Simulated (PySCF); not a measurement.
Iodine: a sound run and one with changed settings

Sound run: I [Kr] 4d10 5s2 5p5, I+ [Kr] 4d10 5s2 5p4. Calculation: PySCF 2.14, in x2c-SVPall (6s5p3d, 36 functions); the spin-free X2C one-electron Hamiltonian (Gaussian nucleus). In the sound run the correlated levels freeze [Kr] 4d10. The sound run starts from symmetry-adapted Hartree-Fock orbitals and uses a fine grid where one is needed.

Changed run: initial guess sap, at most 50 SCF cycles.

```csv
species,method,sound run (hartree),changed run (hartree),converged
I,UHF,-7111.89438,-7111.89438,yes
I,TPSS,-7114.47905,-7114.47905,yes
I,CCSD(T),-7111.98266,-7111.98266,yes
I+,MN15,-7119.10967,-7119.10967,yes
I+,MP2,-7111.59973,-7111.59973,yes
```

Here the plain start reaches the same solutions.
